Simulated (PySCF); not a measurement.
Germanium: a sound run and one with changed settings

Sound run: Ge [Ar] 3d10 4s2 4p2, Ge⁺ [Ar] 3d10 4s2 4p1. Calculation: PySCF 2.14, in aug-cc-pVDZ-PP with ECP10MDF; a scalar-relativistic core potential. In the sound run the correlated levels freeze 3s2 3p6 3d10 outside the core potential. The sound run starts from symmetry-adapted Hartree-Fock orbitals and uses a fine grid where one is needed.

Changed run: initial guess minao, at most 50 SCF cycles.

| species | method | sound run (hartree) | changed run (hartree) | converged |
| --- | --- | --- | --- | --- |
| Ge | UHF | -293.34175 | -293.34175 | yes |
| Ge | M06-L | -294.55139 | -294.55139 | yes |
| Ge | CCSD(T) | -293.39989 | -293.39989 | yes |
| Ge⁺ | r2SCAN | -294.10858 | -294.10858 | yes |
| Ge⁺ | MP2 | -293.10060 | -293.10060 | yes |

Here the plain start reaches the same solutions.
